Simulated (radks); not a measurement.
Problem. Valence configurations of Pm II (all share [Xe]). All-electron calculation, scalar-relativistic Kohn-Sham, PBE, spin-unpolarised, spherical densities, finite nucleus; Fermi nuclear charge, rms radius 4.962 fm. Program: a radial shooting solver on a logarithmic mesh with Libxc functionals. Order these by energy: 4f4 6s1 6p1; 4f6; 4f2 5d2 6s2; 4f5 6s1; 4f5 5d1; 4f4 5d1 6s1; 4f5 6p1; 4f4 6s2; 4f5.5 6s0.5; 4f4.5 5d1 6s0.5.

Solution. From the lowest, in eV above it: 4f5 6s1 0.000; 4f5.5 6s0.5 0.662; 4f5 5d1 1.235; 4f4.5 5d1 6s0.5 1.348; 4f6 2.284; 4f4 6s2 2.855; 4f4 5d1 6s1 2.922; 4f5 6p1 3.052; 4f4 6s1 6p1 6.438; 4f2 5d2 6s2 25.430. NIST lists [Xe] 4f5 6s1 as the ground configuration; this level of theory agrees among the configurations tried. The energies are those of spherical spin-averaged densities, not of single terms.
